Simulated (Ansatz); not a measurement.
## Calibrating MP2/def2-SVP on molecular compounds of Al

The atomisation energy (no zero-point term) in kJ/mol of 8 molecular compounds of Al: x at MP2/def2-SVP, y at CCSD(T)/CBS estimate. Shapes, held fixed at every level: PBE0-D4/def2-TZVP. Flexible molecules stand in one conformer, not always the lowest. Programs: Ansatz 0.2.0.

```
                                     molecule  x (kJ/mol)  y (kJ/mol)
                         AlH3 (SMILES [AlH3])         828         899
                                  AlH(SiH3)Cl        1789        1932
         C2HAlClF (SMILES C#[C][Al]([F])[Cl])        2570        2614
              CH6AlNO (SMILES C[O][AlH][NH2])        3378        3575
         C2H6AlFS (SMILES C[S][Al]([CH3])[F])        3920           ?
          C2H9AlN2 (SMILES C[N](C)[AlH][NH2])        4750        5018
         C3H8AlClO (SMILES CC(C)[O][AlH][Cl])        5162        5348
C6H14AlCl (SMILES C[CH](C)[Al]([Cl])[CH](C)C)        8195        8475
```

**Question.** Fit y = c + s·x to the known rows and predict y for C2H6AlFS.

**Answer.** 
1. Means of the 7 rows: x = 3810.29, y = 3980.1.
2. Σ(Δx)² = 36640717, Σ(Δx·Δy) = 37731181, so the slope is 37731181/36640717 = 1.0298.
3. Intercept: 3980.1 − (1.0298) × 3810.29 = 56.3. The largest residual of the fit is 89.
4. C2H6AlFS: 56.3 + 1.0298 × 3920 = 4093 kJ/mol.

CCSD(T)/CBS estimate gives 4105 kJ/mol, so the prediction is off by -12 kJ/mol, within the largest residual. Uncorrected, MP2/def2-SVP misses it by -185 kJ/mol, and the other rows by 170 on average. The line removes about 90 % of this miss. Left out in turn, the other rows are missed by 56 kJ/mol on average. The CBS estimate extrapolates MP2 from def2-TZVPP and def2-QZVPP and adds CCSD(T) − MP2 in the triple-zeta set, cores frozen.
